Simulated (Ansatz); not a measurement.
GeH3(OiPr) (C₃H₁₀GeO), relaxed as a singlet with RKS PBE0-D4/def2-SVP in Ansatz, starting from the GFN2-xTB geometry. Force threshold 0.02 eV/Å.

Another isomer (singlet) lies 1.36 eV lower at PBE0-D4/def2-TZVP; other spin states weren't run for this one.

Start:

```xyz
15

C     0.223   -0.387    0.439
C    -0.594   -1.079    1.525
C     0.573    1.041    0.839
Ge   -0.155    0.228   -2.312
O    -0.543   -0.424   -0.750
H    -1.288   -0.316   -3.108
H    -0.141    1.734   -2.296
H     1.187   -0.274   -2.773
H     1.156   -0.949    0.282
H    -1.509   -0.521    1.710
H    -0.020   -1.143    2.446
H    -0.861   -2.082    1.202
H     1.196    1.499    0.070
H    -0.338    1.626    0.944
H     1.114    1.047    1.782
```

| step | energy (eV) | largest force component (eV/Å) | SCF passes |
| --- | --- | --- | --- |
| 1 | -61815.4508 | 0.979 | 14 |
| 2 | -61815.5544 | 0.460 | 20 |
| 3 | -61815.5691 | 0.179 | 20 |
| 4 | -61815.5731 | 0.178 | 19 |
| 5 | -61815.5797 | 0.109 | 19 |
| 6 | -61815.5829 | 0.021 | 19 |
| 7 | -61815.5836 | 0.008 | 20 |
| 8 | -61815.5838 | 0.017 | 19 |
| 9 | -61815.5838 | 0.022 | 20 |
| 10 | -61815.5840 | 0.008 | 13 |

Force components are those of the run's own axes.

End:

Cartesian coordinates in Å:
```
C 0.149 -0.317 0.418
C -0.554 -1.104 1.507
C 0.547 1.077 0.880
Ge -0.159 0.187 -2.315
O -0.730 -0.262 -0.688
H -1.241 -0.338 -3.267
H -0.012 1.717 -2.444
H 1.205 -0.497 -2.556
H 1.072 -0.866 0.132
H -1.475 -0.583 1.813
H 0.091 -1.226 2.390
H -0.835 -2.100 1.135
H 1.078 1.628 0.087
H -0.349 1.655 1.154
H 1.213 1.029 1.755
```

By distances, no bond broke or formed. The bond that changes most is Ge4–H6, from 1.49 to 1.53 Å (atoms count from 1).

The force fell under the threshold at step 7, but the optimiser went on. No frequencies were taken in this run, so the end may be a saddle point.

Run time 21 s (4 threads of Arm Neoverse V2 on a shared host).
